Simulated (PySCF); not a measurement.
From one molecule to another.

First species: C4H10OP2Se.
Bonds: P1–P2, P2–Se3 (double), P2–C4, C4–C5, C5–O6, O6–C7, C7–C8, P2–C8. Hydrogens: H9, H10 on P1; H11, H12 on C4; H13, H14 on C5; H15, H16 on C7; H17, H18 on C8.

Second species: C10H12O2.
SMILES: `CC(C)OC(=O)C1=CC=CC=C1`

Levels: CAM-B3LYP/def2-SVPD for HOMO energy, LUMO energy, HOMO–LUMO gap and static isotropic polarisability; TDDFT CAM-B3LYP/def2-SVPD for lowest singlet excitation; TDA CAM-B3LYP/def2-SVPD for lowest triplet excitation (Tamm–Dancoff). Geometries: PBE0-D3(BJ)/def2-SVP. Each species is one conformer at its optimised geometry, gas phase, non-relativistic unless stated. Electronic properties by PySCF.

The conformers computed, where there is a choice (atom-mapped SMILES and torsion angles):
- `[CH3:1][CH:2]([CH3:3])[O:4][C:5](=[O:6])[c:7]1[cH:8][cH:9][cH:10][cH:11][cH:12]1`: C1–C2–O4–C5 -151°, C2–O4–C5–O6 0°, O4–C5–C7–C8 0°

The conformers of `PP1(=[Se])CCOCC1` aren't listed.

```json
{"property": "HOMO energy", "column X": "-8.75 eV", "column Y": "-7.29 eV"}
{"property": "LUMO energy", "column X": "-0.31 eV", "column Y": "0.11 eV"}
{"property": "HOMO–LUMO gap", "column X": "8.44 eV", "column Y": "7.40 eV"}
{"property": "lowest singlet excitation", "column X": "5.16 eV", "column Y": "4.39 eV"}
{"property": "lowest triplet excitation (Tamm–Dancoff)", "column X": "3.84 eV", "column Y": "3.75 eV"}
{"property": "static isotropic polarisability", "column X": "124.4 au", "column Y": "132.9 au"}
```

**Question.** Which column belongs to which species?

**Answer.** Column X is the second species and column Y the first. The first has 18 atoms and 106 electrons, the second 24 and 88.

**Question.** How does each property change from the first species to the second?

**Answer.** HOMO energy -1.46 eV; LUMO energy -0.42 eV; HOMO–LUMO gap +1.04 eV; lowest singlet excitation +0.77 eV; lowest triplet excitation (Tamm–Dancoff) +0.09 eV; static isotropic polarisability -8.5 au.

On the first: The polarisability is 19.69 Å³ as a volume (1 au = 0.148185 Å³), or 1.25 au for each of the 106 electrons. The 10 singlets span 4.39 to 6.28 eV, and their oscillator strengths add up to 0.40. The calculation is non-relativistic and has no spin–orbit coupling, an omission that weighs most on selenium.

On the second: The 10 singlets span 5.16 to 7.40 eV, and their oscillator strengths add up to 1.35. The principal polarisabilities are 84.3, 125.4 and 163.6 au; their mean is the isotropic value.
